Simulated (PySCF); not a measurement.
Compound: C3H12O2Si3.
Cartesian coordinates in Å at the PBE0-D3(BJ)/def2-SVP level; atoms count from 1:
```xyz
20
C3H12O2Si3 angstrom
Si     2.3961    1.1828    0.3846
O      2.4972   -0.3681   -0.1741
Si     1.9716   -1.8590   -0.6344
O      0.3677   -2.0468   -0.3211
Si    -1.1937   -1.4995   -0.4792
C     -1.2800    0.3516   -0.5953
C     -1.3492    1.1993    0.6538
C     -2.5674    1.0350   -0.1880
H      1.6708    2.0460   -0.5956
H      1.6828    1.2262    1.6952
H      3.7791    1.7110    0.5627
H      2.2145   -2.0021   -2.0971
H      2.7130   -2.8836    0.1441
H     -1.9619   -1.9197    0.7312
H     -1.7900   -2.1303   -1.6954
H     -0.7604    0.8061   -1.4475
H     -1.3172    0.6978    1.6263
H     -0.8363    2.1645    0.6368
H     -3.3848    0.4184    0.2006
H     -2.9021    1.8824   -0.7919
```

The closed-shell ground state was solved at several levels (PySCF, density fitting, gas phase, non-relativistic).

```tsv
level	basis functions	HOMO (eV)	LUMO (eV)	gap (eV)	dipole (D)
B3LYP/def2-SVPD	274	-8.05	-0.17	7.88	1.36
PBE0/pcSseg-1	217	-8.28	0.34	8.62	1.50
```

Task: Estimate the row for CAM-B3LYP/pcSseg-1, a basis of 217 functions; the other rows only guide the guess.

Result: HOMO -9.65 eV, LUMO 1.38 eV, gap 11.03 eV, dipole 1.47 D.

Task: Over all these levels, which gives the widest orbital gap and which the narrowest?

Result: CAM-B3LYP/pcSseg-1 (range-separated hybrid) has the widest, 11.03 eV, and B3LYP/def2-SVPD (global hybrid, 20 % exact exchange) the narrowest, 7.88 eV. Functional and basis both differ between the two, so the spread mixes both effects.

Task: How far do the dipole and the HOMO energy spread over the levels?

Result: The dipole runs from 1.36 to 1.50 D (mean 1.44 D) and the HOMO from -9.65 to -8.05 eV.

One conformer stands for the species.
